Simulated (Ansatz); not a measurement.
A structure relaxed at B3LYP-D4/def2-SVPD in Ansatz, charge -1, singlet:

```xyz
5

P    -0.5263   -1.3984   -0.7354
Au    0.4806    2.8359    0.0614
Au    0.1554   -2.2975    1.2803
Au    1.2504    0.2200   -0.8382
Au   -1.3601    0.6400    0.2319
```

Q: Give its formula and point group.

A: PAu₄⁻. Point group Cs (tolerance 0.1 Å).

Q: Summarise the bond lengths by kind (pairs closer than 1.2 times the sum of covalent radii, bridged metal pairs left out).

A: 3 × Au–P 2.31 to 2.41 Å; 2 × Au–Au 2.87 Å.

In the def2 sets Au takes a core potential; there is no spin–orbit coupling. The restricted singlet is unstable towards broken spin symmetry in Hartree–Fock (as tested in another run); at B3LYP-D4/def2-SVPD this wasn't settled. The relaxation made no stability test and no search for a lower SCF solution. No other spin state of charge -1 was run. Another isomer (singlet) lies 0.60 eV lower at PBE0-D4/def2-TZVPD; other spin states weren't run for this one.
